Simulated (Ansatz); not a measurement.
Born–Oppenheimer molecular dynamics of BrFH$_{6}$OSi$_{2}$ (11 atoms, charge 0, multiplicity 1). It starts at the highest image of a converged band. Of that band: A structure lower than the first end lies on the path between it and the top, so the climb from that side starts below the end, which may itself be a saddle point or a shallow side well. A vibrational analysis at the climbing image gives one clearly imaginary mode, 86i cm⁻¹: a first-order saddle point.

Method: Ansatz 0.2.0, RKS PBE-D4/def2-SVP.

```json
{
  "ensemble": "NVE (velocity Verlet)",
  "time step": "0.5 fs",
  "steps asked": "200",
  "starting velocities drawn for": "100 K",
  "seed": "5409"
}
```

Frames 5 fs apart, positions in Å.

Velocities at 20 fs (Å/ps):

```
Si 0.41 0.47 -1.87
O -1.20 0.25 -1.32
Si 3.08 -0.68 -0.45
H -2.32 -6.23 6.79
H -3.39 -3.62 6.11
H -5.62 4.79 8.85
F -1.00 -0.09 0.35
H -0.60 -3.76 -5.69
H 8.21 6.38 -6.35
Br -0.64 0.09 0.86
H -4.86 -0.98 1.24
```

```xyz
11
Properties=species:S:1:pos:R:3 time_fs=20 energy_less_start_eV=0.061 T=48
Si 0.062 -0.348 0.004
O -0.235 -0.883 1.760
Si -1.330 -0.283 2.985
H -2.725 -0.594 2.611
H -0.934 -1.018 4.202
H -1.108 1.171 3.118
F 1.051 0.913 -0.360
H -1.177 0.443 0.098
H -0.273 -1.408 -1.030
Br 2.071 -1.769 0.631
H 0.600 -1.465 1.957
11
Properties=species:S:1:pos:R:3 time_fs=25 energy_less_start_eV=0.050 T=58
Si 0.065 -0.347 -0.007
O -0.243 -0.882 1.757
Si -1.316 -0.286 2.983
H -2.745 -0.630 2.626
H -0.937 -1.045 4.241
H -1.131 1.206 3.159
F 1.047 0.911 -0.358
H -1.245 0.460 0.088
H -0.224 -1.353 -1.050
Br 2.068 -1.768 0.635
H 0.589 -1.473 1.947
11
Properties=species:S:1:pos:R:3 time_fs=30 energy_less_start_eV=0.050 T=57
Si 0.065 -0.344 -0.019
O -0.252 -0.882 1.756
Si -1.306 -0.287 2.986
H -2.711 -0.649 2.621
H -0.922 -1.043 4.222
H -1.145 1.186 3.175
F 1.045 0.911 -0.356
H -1.278 0.450 0.101
H -0.188 -1.327 -1.106
Br 2.067 -1.768 0.639
H 0.598 -1.477 1.909
11
Properties=species:S:1:pos:R:3 time_fs=35 energy_less_start_eV=0.067 T=43
Si 0.059 -0.340 -0.031
O -0.258 -0.885 1.753
Si -1.302 -0.289 2.993
H -2.676 -0.655 2.594
H -0.876 -1.038 4.192
H -1.138 1.169 3.169
F 1.046 0.912 -0.354
H -1.218 0.390 0.109
H -0.171 -1.316 -1.171
Br 2.066 -1.768 0.643
H 0.606 -1.466 1.871
11
Properties=species:S:1:pos:R:3 time_fs=40 energy_less_start_eV=0.051 T=56
Si 0.052 -0.341 -0.046
O -0.259 -0.889 1.746
Si -1.299 -0.290 3.001
H -2.699 -0.657 2.559
H -0.810 -1.056 4.215
H -1.112 1.206 3.153
F 1.050 0.917 -0.352
H -1.259 0.403 0.104
H -0.159 -1.274 -1.175
Br 2.066 -1.769 0.646
H 0.618 -1.456 1.873
11
Properties=species:S:1:pos:R:3 time_fs=45 energy_less_start_eV=0.061 T=48
Si 0.045 -0.340 -0.058
O -0.257 -0.894 1.736
Si -1.298 -0.292 3.009
H -2.687 -0.636 2.574
H -0.786 -1.039 4.204
H -1.093 1.186 3.130
F 1.055 0.923 -0.350
H -1.312 0.441 0.074
H -0.167 -1.274 -1.193
Br 2.067 -1.770 0.650
H 0.620 -1.439 1.905
11
Properties=species:S:1:pos:R:3 time_fs=50 energy_less_start_eV=0.064 T=45
Si 0.034 -0.336 -0.067
O -0.256 -0.897 1.725
Si -1.297 -0.294 3.015
H -2.685 -0.613 2.630
H -0.796 -1.016 4.199
H -1.081 1.163 3.117
F 1.058 0.927 -0.346
H -1.249 0.420 0.030
H -0.189 -1.307 -1.212
Br 2.068 -1.771 0.652
H 0.617 -1.419 1.925
11
Properties=species:S:1:pos:R:3 time_fs=55 energy_less_start_eV=0.054 T=53
Si 0.028 -0.333 -0.076
O -0.263 -0.896 1.718
Si -1.293 -0.296 3.016
H -2.737 -0.613 2.693
H -0.807 -1.029 4.249
H -1.067 1.199 3.119
F 1.059 0.927 -0.341
H -1.249 0.434 0.005
H -0.201 -1.311 -1.168
Br 2.071 -1.772 0.654
H 0.633 -1.416 1.903
11
Properties=species:S:1:pos:R:3 time_fs=60 energy_less_start_eV=0.058 T=50
Si 0.025 -0.328 -0.083
O -0.276 -0.892 1.714
Si -1.289 -0.296 3.016
H -2.732 -0.612 2.758
H -0.833 -1.021 4.248
H -1.065 1.182 3.124
F 1.056 0.924 -0.336
H -1.314 0.483 0.003
H -0.205 -1.344 -1.137
Br 2.075 -1.774 0.655
H 0.639 -1.419 1.838
11
Properties=species:S:1:pos:R:3 time_fs=65 energy_less_start_eV=0.059 T=49
Si 0.019 -0.320 -0.084
O -0.292 -0.885 1.708
Si -1.285 -0.295 3.016
H -2.708 -0.616 2.788
H -0.836 -1.014 4.223
H -1.067 1.159 3.131
F 1.052 0.918 -0.330
H -1.267 0.460 -0.002
H -0.204 -1.391 -1.131
Br 2.079 -1.776 0.656
H 0.628 -1.433 1.780
11
Properties=species:S:1:pos:R:3 time_fs=70 energy_less_start_eV=0.051 T=57
Si 0.010 -0.315 -0.081
O -0.309 -0.877 1.698
Si -1.280 -0.295 3.014
H -2.734 -0.633 2.764
H -0.787 -1.041 4.237
H -1.062 1.199 3.139
F 1.050 0.913 -0.326
H -1.248 0.453 -0.022
H -0.188 -1.379 -1.091
Br 2.084 -1.778 0.657
H 0.602 -1.462 1.770
11
Properties=species:S:1:pos:R:3 time_fs=75 energy_less_start_eV=0.036 T=70
Si 0.000 -0.312 -0.074
O -0.321 -0.871 1.681
Si -1.277 -0.293 3.015
H -2.709 -0.635 2.724
H -0.736 -1.042 4.200
H -1.068 1.187 3.140
F 1.050 0.908 -0.323
H -1.329 0.506 -0.050
H -0.174 -1.375 -1.087
Br 2.089 -1.780 0.658
H 0.560 -1.477 1.786
```

Of the whole run (100 fs, mean temperature of the second half 63 K): The conserved energy stayed within 0.039 meV per atom of its start (net change 0.032 meV per atom), so the integration is sound. A run of 0.1 ps of so small a system gives no equilibrium averages. The orbitals stay closed-shell, which can raise the energy where a bond breaks towards radicals; this wasn't checked here.

Time of the run: 4.9 min on 4 threads of Arm Neoverse V1, with other jobs on the host, peak memory 0.18 GiB.
